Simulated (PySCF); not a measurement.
PBE0 on In⁻ (indium, charge -1), [Kr] 4d10 5s2 5p2, high-spin 3P determinant. Calculation: PySCF 2.14, in aug-cc-pVDZ-PP with ECP28MDF (5s4p3d, 32 functions); scalar relativity through the core potential.

```
cycle= 1 E= -190.126335928117  delta_E= -0.00627  |g|= 0.0109  |ddm|= 0.393
cycle= 2 E= -190.12656030685  delta_E= -0.000224  |g|= 0.00334  |ddm|= 0.0821
cycle= 3 E= -190.126576946111  delta_E= -1.66e-05  |g|= 0.00203  |ddm|= 0.0369
cycle= 4 E= -190.126581497996  delta_E= -4.55e-06  |g|= 0.000567  |ddm|= 0.00996
cycle= 5 E= -190.126581928154  delta_E= -4.3e-07  |g|= 3.6e-05  |ddm|= 0.0052
cycle= 6 E= -190.126581930614  delta_E= -2.46e-09  |g|= 1.8e-06  |ddm|= 0.000436
cycle= 7 E= -190.126581930625  delta_E= -1.12e-11  |g|= 3.32e-07  |ddm|= 1.41e-05
converged SCF energy = -190.126581930625  <S^2> = 2.0030496  2S+1 = 3.0020324
```

Highest occupied orbital energy: 0.782 eV; ⟨L²⟩ = 2.01; populations by l: s 4.00, p 8.00, d 10.00.

Can this result be used?

With care. The calculation finished and met its thresholds. Energies and moments cover only the electrons outside the core potential. At PBE0 the highest occupied level has a positive energy, so only the finite basis holds that electron; in a semilocal or global hybrid functional this comes from self-interaction and does not mean that the real anion is unbound.
